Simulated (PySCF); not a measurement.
Calculation: PySCF with PBE-D3(BJ)/def2-TZVP // B3LYP-D3(BJ)/def2-TZVP. Isolated molecules, 0 K electronic values unless said otherwise. One relaxed conformer stands for a flexible species; it need not be the lowest. Excitations are Tamm–Dancoff values on a coarser integration grid. The basis has no diffuse functions, so Rydberg states are missing or too high.

Reference species (SMILES): `[NH2][Ga]([SH])[SH]` (neutral, multiplicity 1).

The S1–T1 gap (TDA) comes out as 0.35 eV. The HOMO comes out as -6.06 eV and the HOMO–LUMO gap is 4.63 eV. The S1 oscillator strength is 0.003.

Changed species: `[SH][Ga]([SH])[SH]` (3 of 3 NH2 replaced by SH; the reference has 2 of 3 NH2 replaced by SH).

**Question.** Predict the effect on the S1–T1 gap (TDA), HOMO, HOMO–LUMO gap and S1 oscillator strength.

**Answer.** the S1–T1 gap (TDA) falls by 0.11 eV, to 0.24 eV; the HOMO falls by 0.38 eV, to -6.44 eV; the HOMO–LUMO gap falls by 0.17 eV, to 4.46 eV; the S1 oscillator strength stays essentially unchanged.
